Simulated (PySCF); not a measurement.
GaOH, optimised at GFN2-xTB:

```xyz
3

O     -0.0421    -0.0707     0.2832
Ga     0.7390     0.6273    -1.0974
H     -0.4715    -0.4544     1.0419
```

Computed with PySCF (xtb for GFN2) and rigid-rotor harmonic-oscillator thermochemistry at 1 bar. 6-31G* has spherical d functions here. All species are closed-shell singlets. B3LYP is the form with VWN-RPA correlation. Ga: all electrons, no relativistic terms. GaOH: computed as isolated molecules; such fragments, hydroxides, amides, oligomers or adducts are transient or little studied in the gas. Warning, point group unlike the PBE0 one: GaOH (GFN2-xTB).

**Question.** List the harmonic frequencies (cm⁻¹, unscaled) at this level and at the other levels, each on its own geometry.

**Answer.** 
- GFN2-xTB: 546, 546, 559, 3685
- B3LYP/6-31G*: 511, 629, 3763
- HF/6-31G*: 538, 674, 4113
- PBE0/def2-TZVP: 435, 642, 3914
